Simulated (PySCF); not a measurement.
Be(Et)2 (C4H10Be), SMILES C[CH2][Be][CH2]C.

Geometry optimised at B3LYP-D3(BJ)/def2-SVP. The isomer is the one that the SMILES or the coordinates give; other isomers of the formula were not compared. One conformer was computed; it need not be the lowest.

All values below come from PBE0/def2-TZVP in PySCF.

The molecule is in vacuum.

Estimate the frontier levels, gap, dipole moment and polarisability. (An estimate is asked for; the answer gives what the named calculation found.)


* **highest occupied level**: -7.37 eV
* **lowest empty level**: 0.11 eV
* **orbital gap**: 7.48 eV
* **dipole moment**: 0.08 D
* **quadrupole, principal values (traceless, Buckingham form, about the centre of nuclear charge)**: -4.35, 1.48, 2.87 D·Å
* **mean static polarisability**: 64.1 bohr³ (9.50 Å³)
* **polarisability, principal values**: 57.4, 59.8, 75.1 bohr³
